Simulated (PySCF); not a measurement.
Dipole response of Tc³⁺ (technetium, charge +3)

[Kr] 4d4, high-spin 5D determinant. All numbers are calculated (PySCF 2.14, no relativity, point nucleus, in dyall-av2z). Coupled (time-dependent) response in atomic units; α is the mean over directions. A double-zeta set is small for polarisabilities.

```
method  mean α (bohr³)         α xx, yy, zz  C₆ (like pair)  S(−4)
  PBE0           4.999  4.803, 4.803, 5.391           22.52  5.665
```

S(−4) is the Cauchy moment in α(ω) = α(0) + S(−4) ω² + …

Spin-orbit coupling is absent.

α(iu) at PBE0:

```json
{"u (hartree)": "0", "α(iu) (bohr³)": "4.999"}
{"u (hartree)": "0.0500", "α(iu) (bohr³)": "4.985"}
{"u (hartree)": "0.100", "α(iu) (bohr³)": "4.943"}
{"u (hartree)": "0.200", "α(iu) (bohr³)": "4.790"}
{"u (hartree)": "0.300", "α(iu) (bohr³)": "4.568"}
{"u (hartree)": "0.500", "α(iu) (bohr³)": "4.041"}
{"u (hartree)": "0.750", "α(iu) (bohr³)": "3.400"}
{"u (hartree)": "1.00", "α(iu) (bohr³)": "2.853"}
{"u (hartree)": "1.50", "α(iu) (bohr³)": "2.039"}
{"u (hartree)": "2.00", "α(iu) (bohr³)": "1.499"}
{"u (hartree)": "3.00", "α(iu) (bohr³)": "0.8823"}
{"u (hartree)": "5.00", "α(iu) (bohr³)": "0.3971"}
```

A single London oscillator, α(iu) = α/(1 + u²/ω²), gives C₆ = (3/4) ω α². Matching the computed C₆ needs ω = 4 × 22.52 / (3 × 4.999²) = 1.20 hartree.

For an ion, C₆ is the dispersion term alone; charge-induced terms of lower order in 1/R come first.

The components differ because the open shell of this determinant is not spherical; for a pure term their mean is the scalar polarisability.

A non-relativistic calculation at this Z misses sizeable relativistic shifts.
